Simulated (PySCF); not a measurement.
# Vertical excitation energies

Compound: C₅H₁₀O₂Si.
SMILES: `C=CO[C@H]1CCO[SiH2]1`

Level of theory: PySCF 2.14.0, density-fitted response routines, TDDFT PBE0/def2-SVPD, vertical, gas phase, core orbitals frozen in the response. The structure is a single GFN2-xTB conformer in the gas phase; no vibrational or solvent corrections.

Problem. Predict the UV-vis stick spectrum at this level.

Solution. 

| state | E (eV) | E (kJ/mol) | λ (nm) | f | \|μ\| (D) | main configurations (H = HOMO, L = LUMO) |
| --- | --- | --- | --- | --- | --- | --- |
| S1 | 5.96 | 575 | 207.9 | 0.043 | 1.37 | H→L (91%) |
| S2 | 6.28 | 606 | 197.5 | 0.024 | 1.00 | H→L+1 (82%), H→L+2 (9%) |
| S3 | 6.70 | 646 | 185.1 | 0.139 | 2.34 | H→L+2 (80%), H→L+1 (9%) |
| S4 | 6.81 | 657 | 182.1 | 0.0035 | 0.37 | H→L+3 (87%) |
| S5 | 6.91 | 667 | 179.4 | 0.0055 | 0.46 | H-1→L (96%) |
| S6 | 7.06 | 681 | 175.6 | 0.0090 | 0.58 | H→L+4 (63%), H→L+5 (18%), H→L+7 (9%) |
| S7 | 7.21 | 695 | 172.1 | 0.021 | 0.89 | H→L+5 (55%), H→L+6 (25%), H→L+4 (12%) |
| S8 | 7.41 | 715 | 167.2 | 0.0048 | 0.41 | H-2→L (32%), H-1→L+1 (29%), H→L+6 (15%) |

Triplets (Tamm–Dancoff): T1 4.49 eV, H→L+2 (66%), H→L+1 (13%); T2 5.71 eV, H→L (77%), H→L+2 (9%); T3 6.16 eV, H→L+1 (74%), H→L (11%), H→L+2 (10%).

The lowest singlet comes at 208 nm (575 kJ/mol) in the ultraviolet; it is of moderate strength; its leading configuration is HOMO→LUMO (91%). The strongest level in the table is S3 at 6.70 eV (185 nm, f = 0.139). Löwdin shares by element: HOMO carbon 54% or more, oxygen 28% or more (atoms not listed hold the other 18%); LUMO silicon 31%, hydrogen 17% or more, oxygen 10% or more (atoms not listed hold the other 41%). The listed states span 1.45 eV, and the widest gap between neighbours is 0.42 eV (S2 to S3). The oscillator strengths of these states sum to 0.250; summed over the whole spectrum of an exact calculation they would give the number of electrons, 70 (Thomas–Reiche–Kuhn). Orbital energies (eV): HOMO-3 -9.24, HOMO-2 -8.39, HOMO-1 -8.05, HOMO -6.77, LUMO 0.27, LUMO+1 0.57, LUMO+2 0.68. The window holds the lowest 8 singlets.
